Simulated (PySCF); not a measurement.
H9Si4, SMILES [SiH3][Si]([SiH3])[SiH3], multiplicity 2.

Geometry: r2SCAN-D4/def2-SVP. The isomer is the one that the SMILES or the coordinates give; other isomers of the formula were not compared.

Calculation: r2SCAN-D4/def2-SVP (PySCF).

Frequencies are harmonic and unscaled.

Modes within 1.5 cm⁻¹ of each other (mostly degenerate sets) share a row, with their intensities summed.

Question: Give all harmonic wavenumbers and intensities. (An estimate is asked for; the answer gives what the named calculation found.)

Answer: 
```json
[
 {"mode": "1–4", "ν (cm⁻¹)": "71", "IR (km/mol)": "0.2", "moving atoms (share of kinetic energy)": "Si 82 %, H 18 %"},
 {"mode": "5–6", "ν (cm⁻¹)": "87", "IR (km/mol)": "3.3", "moving atoms (share of kinetic energy)": "Si 78 %, H 22 %"},
 {"mode": "7", "ν (cm⁻¹)": "319", "IR (km/mol)": "0.0", "moving atoms (share of kinetic energy)": "Si 91 %, H 9 %"},
 {"mode": "8–9", "ν (cm⁻¹)": "457", "IR (km/mol)": "1.2", "moving atoms (share of kinetic energy)": "Si 61 %, H 39 %"},
 {"mode": "10", "ν (cm⁻¹)": "468", "IR (km/mol)": "0.0", "moving atoms (share of kinetic energy)": "H 92 %, Si 8 %"},
 {"mode": "11–12", "ν (cm⁻¹)": "480", "IR (km/mol)": "10.9", "moving atoms (share of kinetic energy)": "H 76 %, Si 24 %"},
 {"mode": "13", "ν (cm⁻¹)": "536", "IR (km/mol)": "29.4", "moving atoms (share of kinetic energy)": "H 81 %, Si 19 %"},
 {"mode": "14–15", "ν (cm⁻¹)": "575", "IR (km/mol)": "0.4", "moving atoms (share of kinetic energy)": "H 65 %, Si 35 %"},
 {"mode": "16–17", "ν (cm⁻¹)": "843", "IR (km/mol)": "949.8", "moving atoms (share of kinetic energy)": "H 91 %, Si 9 %"},
 {"mode": "18", "ν (cm⁻¹)": "890", "IR (km/mol)": "10.3", "moving atoms (share of kinetic energy)": "H 92 %, Si 8 %"},
 {"mode": "19–20", "ν (cm⁻¹)": "924", "IR (km/mol)": "1.4", "moving atoms (share of kinetic energy)": "H 97 %"},
 {"mode": "21", "ν (cm⁻¹)": "928", "IR (km/mol)": "0.0", "moving atoms (share of kinetic energy)": "H 97 %"},
 {"mode": "22", "ν (cm⁻¹)": "930", "IR (km/mol)": "88.9", "moving atoms (share of kinetic energy)": "H 97 %"},
 {"mode": "23–24", "ν (cm⁻¹)": "933", "IR (km/mol)": "90.8", "moving atoms (share of kinetic energy)": "H 98 %"},
 {"mode": "25–26", "ν (cm⁻¹)": "2192", "IR (km/mol)": "91.4", "moving atoms (share of kinetic energy)": "H 98 %"},
 {"mode": "27", "ν (cm⁻¹)": "2197", "IR (km/mol)": "136.4", "moving atoms (share of kinetic energy)": "H 97 %"},
 {"mode": "28–29", "ν (cm⁻¹)": "2213", "IR (km/mol)": "113.7", "moving atoms (share of kinetic energy)": "H 97 %"},
 {"mode": "30", "ν (cm⁻¹)": "2216", "IR (km/mol)": "77.7", "moving atoms (share of kinetic energy)": "H 97 %"},
 {"mode": "31", "ν (cm⁻¹)": "2221", "IR (km/mol)": "0.0", "moving atoms (share of kinetic energy)": "H 96 %"},
 {"mode": "32–33", "ν (cm⁻¹)": "2223", "IR (km/mol)": "254.4", "moving atoms (share of kinetic energy)": "H 96 %"}
]
```
